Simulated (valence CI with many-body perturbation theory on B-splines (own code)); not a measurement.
Results of a calculation; reference values are marked as such.
# Level structure of W⁴⁰⁺

Method: relativistic CI+MBPT: six valence electrons over a frozen Dirac-Fock core [Ar] 3d10, a basis of 9 s, 9 p, 8 d, 6 f, 3 g, 1 h functions for each j, with the one-electron correlation potential Σ1, the two-electron term Σ2, the three-electron term Σ3, Breit, model QED; selected CI, second order for the rest, scaled by the run's own slope (own B-spline code, finite nucleus).

No measured spectrum was set against this ion. As an estimate, large intervals hold to a few tenths of a per cent, small ones and those within an open d or f shell to about a per cent. Among the levels kept, up to 640 cm⁻¹ of a level comes from second order outside the variational space, and about a tenth of that is noise between levels of different J, which matters for small intervals.

Levels 1 to 38 of 38, with energies above the lowest level, (4s^2 4p1/2^2 4p3/2^2) J=2. "Leading %" is the weight of the configuration and term that name the level; weights of strongly mixed levels are sums over their largest components and can fall short, and the name can then belong to a minority configuration. In the jj column 3d3/2^4 stands for four electrons in 3d with j = 3/2.

| No. | Configuration | Term | J | E (eV) | Leading % | Second component | Leading jj |
| --- | --- | --- | --- | --- | --- | --- | --- |
| 1 | 4s2 4p4 | 3P | 2 | 0.00 | 69 | 30 % 4s2 4p4 1D | 4s^2 4p1/2^2 4p3/2^2 (99 %) |
| 2 | 4s2 4p4 | 1S | 0 | 8.80 | 62 | 37 % 4s2 4p4 3P | 4s^2 4p1/2^2 4p3/2^2 (99 %) |
| 3 | 4s2 4p4 | 3P | 1 | 92.00 | 99 |  | 4s^2 4p1/2 4p3/2^3 (99 %) |
| 4 | 4s2 4p4 | 1D | 2 | 96.49 | 69 | 30 % 4s2 4p4 3P | 4s^2 4p1/2 4p3/2^3 (98 %) |
| 5 | 4s2 4p3 4d | 3D° | 2 | 153.25 | 30 | 20 % 4s2 4p3 4d 3F° | 4s^2 4p1/2^2 4p3/2 4d3/2 (97 %) |
| 6 | 4s2 4p3 4d | 3D° | 1 | 155.94 | 28 | 27 % 4s2 4p3 4d 3P° | 4s^2 4p1/2^2 4p3/2 4d3/2 (95 %) |
| 7 | 4s2 4p3 4d | 3P° | 0 | 156.23 | 58 | 30 % 4s2 4p3 4d 5D° | 4s^2 4p1/2^2 4p3/2 4d3/2 (98 %) |
| 8 | 4s2 4p3 4d | 3F° | 3 | 157.09 | 28 | 20 % 4s2 4p3 4d 3D° | 4s^2 4p1/2^2 4p3/2 4d3/2 (94 %) |
| 9 | 4s 4p5 | 3P° | 2 | 174.30 | 20 | 19 % 4s2 4p3 4d 3P° | 4s^2 4p1/2^2 4p3/2 4d5/2 (78 %) |
| 10 | 4s2 4p3 4d | 3F° | 4 | 174.94 | 48 | 29 % 4s2 4p3 4d 5D° | 4s^2 4p1/2^2 4p3/2 4d5/2 (98 %) |
| 11 | 4s2 4p3 4d | 3D° | 3 | 188.30 | 35 | 19 % 4s2 4p3 4d 3F° | 4s^2 4p1/2^2 4p3/2 4d5/2 (90 %) |
| 12 | 4s2 4p3 4d | 3P° | 1 | 190.96 | 32 | 19 % 4s2 4p3 4d 1P° | 4s^2 4p1/2^2 4p3/2 4d5/2 (87 %) |
| 13 | 4s2 4p4 | 3P | 0 | 192.04 | 61 | 37 % 4s2 4p4 1S | 4s^2 4p3/2^4 (98 %) |
| 14 | 4s 4p5 | 3P° | 2 | 197.83 | 72 | 8 % 4s2 4p3 4d 5D° | 4s 4p1/2^2 4p3/2^3 (72 %) |
| 15 | 4s 4p5 | 1P° | 1 | 208.32 | 41 | 35 % 4s 4p5 3P° | 4s 4p1/2^2 4p3/2^3 (74 %) |
| 16 | 4s2 4p3 4d | 3D° | 1 | 240.90 | 46 | 39 % 4s2 4p3 4d 5D° | 4s^2 4p1/2 4p3/2^2 4d3/2 (95 %) |
| 17 | 4s2 4p3 4d | 5D° | 0 | 241.04 | 49 | 27 % 4s2 4p3 4d 1S° | 4s^2 4p1/2 4p3/2^2 4d3/2 (94 %) |
| 18 | 4s2 4p3 4d | 3F° | 2 | 241.06 | 44 | 28 % 4s2 4p3 4d 5D° | 4s^2 4p1/2 4p3/2^2 4d3/2 (97 %) |
| 19 | 4s2 4p3 4d | 3F° | 3 | 244.72 | 34 | 29 % 4s2 4p3 4d 3G° | 4s^2 4p1/2 4p3/2^2 4d3/2 (94 %) |
| 20 | 4s2 4p3 4d | 3G° | 4 | 249.08 | 50 | 34 % 4s2 4p3 4d 1G° | 4s^2 4p1/2 4p3/2^2 4d3/2 (98 %) |
| 21 | 4s2 4p3 4d | 3F° | 2 | 254.39 | 62 | 24 % 4s2 4p3 4d 1D° | 4s^2 4p1/2 4p3/2^2 4d3/2 (94 %) |
| 22 | 4s2 4p3 4d | 3D° | 3 | 260.45 | 59 | 32 % 4s2 4p3 4d 5D° | 4s^2 4p1/2 4p3/2^2 4d5/2 (87 %) |
| 23 | 4s2 4p3 4d | 5D° | 4 | 261.48 | 51 | 21 % 4s2 4p3 4d 3G° | 4s^2 4p1/2 4p3/2^2 4d5/2 (98 %) |
| 24 | 4s2 4p3 4d | 3P° | 2 | 264.05 | 42 | 21 % 4s2 4p3 4d 3D° | 4s^2 4p1/2 4p3/2^2 4d3/2 (87 %) |
| 25 | 4s2 4p3 4d | 1P° | 1 | 264.27 | 27 | 27 % 4s2 4p3 4d 3S° | 4s^2 4p1/2 4p3/2^2 4d3/2 (58 %) |
| 26 | 4s2 4p3 4d | 3D° | 3 | 264.37 | 45 | 28 % 4s2 4p3 4d 3F° | 4s^2 4p1/2 4p3/2^2 4d3/2 (81 %) |
| 27 | 4s2 4p3 4d | 1S° | 0 | 265.15 | 41 | 38 % 4s2 4p3 4d 3P° | 4s^2 4p1/2 4p3/2^2 4d5/2 (78 %) |
| 28 | 4s2 4p3 4d | 3P° | 1 | 265.77 | 45 | 13 % 4s2 4p3 4d 3D° | 4s^2 4p1/2 4p3/2^2 4d5/2 (52 %) |
| 29 | 4s2 4p3 4d | 3F° | 4 | 267.14 | 69 | 28 % 4s2 4p3 4d 1G° | 4s^2 4p1/2 4p3/2^2 4d5/2 (98 %) |
| 30 | 4s2 4p3 4d | 3G° | 5 | 268.82 | 99 |  | 4s^2 4p1/2 4p3/2^2 4d5/2 (99 %) |
| 31 | 4s2 4p3 4d | 3D° | 1 | 272.62 | 39 | 34 % 4s2 4p3 4d 1P° | 4s^2 4p1/2 4p3/2^2 4d3/2 (82 %) |
| 32 | 4s2 4p3 4d | 3D° | 2 | 276.57 | 46 | 28 % 4s2 4p3 4d 3P° | 4s^2 4p1/2 4p3/2^2 4d5/2 (98 %) |
| 33 | 4s2 4p3 4d | 1F° | 3 | 279.92 | 35 | 33 % 4s2 4p3 4d 3F° | 4s^2 4p1/2 4p3/2^2 4d5/2 (98 %) |
| 34 | 4s2 4p3 4d | 3D° | 2 | 283.53 | 42 | 16 % 4s2 4p3 4d 3F° | 4s^2 4p1/2 4p3/2^2 4d5/2 (90 %) |
| 35 | 4s2 4p3 4d | 1P° | 1 | 285.15 | 27 | 23 % 4s2 4p3 4d 3S° | 4s^2 4p1/2 4p3/2^2 4d5/2 (81 %) |
| 36 | 4s2 4p3 4d | 1F° | 3 | 288.08 | 45 | 18 % 4s2 4p3 4d 3F° | 4s^2 4p1/2 4p3/2^2 4d5/2 (87 %) |
| 37 | 4s2 4p3 4d | 1D° | 2 | 290.94 | 38 | 36 % 4s2 4p3 4d 3P° | 4s^2 4p1/2 4p3/2^2 4d5/2 (90 %) |
| 38 | 4s 4p5 | 3P° | 0 | 293.93 | 68 | 12 % 4s2 4p3 4d 1S° | 4s 4p1/2 4p3/2^4 (68 %) |

Where two levels of one J and parity lie close, their mixing, g and order are uncertain.

The ionisation energy to 4s2 4p3 2P°_3/2 of the next ion comes out as 1942.2 eV (NIST: 1940.6 ± 2 eV (semi-empirical)). All 38 levels together are meant to be complete up to 299.61 eV.
